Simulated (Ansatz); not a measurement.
How methods differ on SiHCl3 (trichlorosilane)

SiHCl3 has 5 atoms, charge 0, and is taken as a singlet. SMILES: `Cl[SiH](Cl)Cl`. Geometry: relaxed at PBE0-D4/def2-TZVP.

```xyz
5

Cl    1.6909   -0.5714    0.8919
Si   -0.0813   -0.0127    0.0754
Cl    0.0177    1.9337   -0.4913
Cl   -0.4760   -1.1705   -1.5442
H    -1.1513   -0.1791    1.0681
```

Each level gives the energy change with the Si2–Cl4 bond stretched from 2.030 to 4.059 Å (eV). The values are calculated.

| level | kind | program | value (eV) | less FCI/STO-3G |
| --- | --- | --- | --- | --- |
| HF/STO-3G (restricted) | Hartree–Fock | Ansatz | 7.19 | +3.21 |
| PBE/STO-3G (restricted) | GGA | Ansatz | 4.61 | +0.63 |
| r2SCAN/STO-3G (restricted) | meta-GGA | Ansatz | 4.91 | +0.93 |
| BHLYP/STO-3G (restricted) | global hybrid | Ansatz | 6.01 | +2.03 |
| CAM-B3LYP/STO-3G (restricted) | range-separated hybrid | Ansatz | 5.85 | +1.87 |
| HSE06/STO-3G (restricted) | range-separated hybrid | Ansatz | 5.36 | +1.38 |
| B2PLYP/STO-3G (restricted) | double hybrid | Ansatz | 4.98 | +1.00 |
| MP2/STO-3G (restricted) | perturbation theory | Ansatz | 5.34 | +1.36 |
| CCSD(T)/STO-3G (restricted) | coupled cluster or CI | Ansatz | 3.29 | -0.69 |
| FCI/STO-3G | exact in the basis | Ansatz | 3.98 | 0.00 |

FCI/STO-3G is exact within its basis and frozen core, so for wave-function methods in that basis the difference is their error; functionals converge differently with the basis, so for them it is only a difference. A spin-restricted reference rises too steeply as a bond breaks; here HF/STO-3G, PBE/STO-3G, r2SCAN/STO-3G, BHLYP/STO-3G, CAM-B3LYP/STO-3G, HSE06/STO-3G, B2PLYP/STO-3G, MP2/STO-3G lie well above the multireference or unrestricted value. The first shape isn't each level's own minimum. The values span 3.29 to 7.19 eV. All rows use very small basis sets, so none should be taken for the real molecule's value.
